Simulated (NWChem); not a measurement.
## Correlation energy of ClGa

```
Ga
Cl 1 2.2332
```
Charge 0, spin multiplicity 1.

All runs are NWChem calculations. All single points use one geometry, from B3LYP/def2-SVP, a minimum by its harmonic frequencies.

Basis set: def2-SVP. Each correlation energy counts from its own Hartree-Fock reference.

```json
[
 {"method": "CCSD", "correlation energy (mHa)": "-328.5", "difference from CCSD(T)": "+10.0"},
 {"method": "MP2", "correlation energy (mHa)": "-319.2", "difference from CCSD(T)": "+19.3"},
 {"method": "CCSD(T)", "correlation energy (mHa)": "-338.5", "difference from CCSD(T)": "0.0"},
 {"method": "CCSD+T(CCSD)", "correlation energy (mHa)": "-339.9", "difference from CCSD(T)": "-1.3"},
 {"method": "CR-CCSD(T)", "correlation energy (mHa)": "-336.5", "difference from CCSD(T)": "+2.0"},
 {"method": "SCS-MP2", "correlation energy (mHa)": "-300.2", "difference from CCSD(T)": "+38.3"},
 {"method": "CR-CCSD[T]", "correlation energy (mHa)": "-337.6", "difference from CCSD(T)": "+0.9"}
]
```

The values span 39.7 mHa, from CCSD+T(CCSD) (lowest) to SCS-MP2 (highest). 

The Hamiltonian is non-relativistic. The correlated methods keep 14 core orbitals frozen. The structure started from a generated list of species. No row is a measurement; the coupled-cluster row has its own basis-set and correlation limits.
